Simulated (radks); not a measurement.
Task: Excited configurations of Se III: one electron is placed in a higher orbital outside [Ar] 3d10 4s2 4p1. The ground configuration is [Ar] 3d10 4s2 4p2. All-electron calculation, Dirac Kohn-Sham, PBEsol, spin-unpolarised, spherical densities, point nucleus; open shells are shared between the two j in proportion to 2j + 1. Program: a radial shooting solver on a logarithmic mesh with Libxc functionals. Excitation = E - E(ground); binding = E(ion) - E, where the ion is the core of charge +3; n* = 3/sqrt(2 binding) in atomic units, and the quantum defect is n - n*. Eigenvalue and <r> are those of j = l + 1/2.

| outer orbital | excitation (eV) | binding (eV) | n* | quantum defect | eigenvalue (eV) | <r> (bohr) |
|---|---|---|---|---|---|---|
| 4d | 15.163 | 15.746 | 2.789 | 1.211 | -12.185 | 2.991 |
| 4f | 22.950 | 7.958 | 3.923 | 0.077 | -6.278 | 5.573 |
| 5p | 18.105 | 12.803 | 3.093 | 1.907 | -10.768 | 4.638 |
| 5f | 25.559 | 5.349 | 4.785 | 0.215 | -4.398 | 9.596 |
| 6s | 22.163 | 8.745 | 3.742 | 2.258 | -7.493 | 7.184 |
| 6p | 23.486 | 7.422 | 4.062 | 1.938 | -6.306 | 8.187 |
| 6d | 25.456 | 5.452 | 4.739 | 1.261 | -4.639 | 10.57 |
| 7s | 25.377 | 5.531 | 4.705 | 2.295 | -4.788 | 11.35 |
| 7p | 26.051 | 4.857 | 5.021 | 1.979 | -4.183 | 12.66 |
| 7f | 28.121 | 2.787 | 6.629 | 0.371 | -2.394 | 20.62 |

Estimate the row for 5d.

Result: excitation (eV) 22.326; binding (eV) 8.582; n* 3.777; quantum defect 1.223; eigenvalue (eV) -7.150; <r> (bohr) 6.364. The Delta-SCF ionisation energy is 30.908 eV (NIST Atomic Spectra Database: 31.70 eV, measured). Self-interaction in the functional shifts the binding energies and quantum defects, so they are the method's values and not measured ones. Spin polarisation and multiplet splitting are left out, so open shells lie too high by an amount that depends on their filling. Sharing an open shell by 2j + 1 raises it above the true ground level by a part of the spin-orbit splitting, which enters the differences from NIST.

Beside tabulated values, note that spin-unpolarised runs miss the spin-polarisation part of the exchange energy of open shells.
